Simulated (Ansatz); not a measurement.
```xyz
12

Si    0.262    0.683    1.464
N    -0.096   -0.106   -0.050
Si    0.840    0.364   -1.436
Al   -1.369   -1.344   -0.180
Cl   -2.396   -1.783    1.592
H     1.369    1.648    1.215
H    -0.915    1.428    1.980
H     0.700   -0.293    2.495
H     0.674    1.811   -1.736
H     0.368   -0.430   -2.602
H     2.288    0.099   -1.225
H    -1.726   -2.078   -1.517
```

Total charge 0; spin multiplicity 1.

Question: List the CAM-B3LYP/def2-TZVPP orbital energies in eV (Ansatz 0.2.0). (Best estimate.)

Answer: Ansatz gave: Occupied: -2764.19, -1801.34, -1801.31, -1527.25, -391.08, -258.98, -197.99, -197.92, -197.90, -145.87, -145.84, -115.27, -101.21, -101.19, -101.19, -101.18, -101.16, -101.15, -75.99, -75.85, -75.78, -24.91, -24.31, -17.26, -16.31, -14.11, -12.66, -12.52, -12.39, -11.29, -11.27, -10.95, -10.92, -10.78, -10.47, -9.35. Lowest empty: -0.11, 0.45, 1.40, 1.82, 2.17, 2.21, 2.27, 2.86.
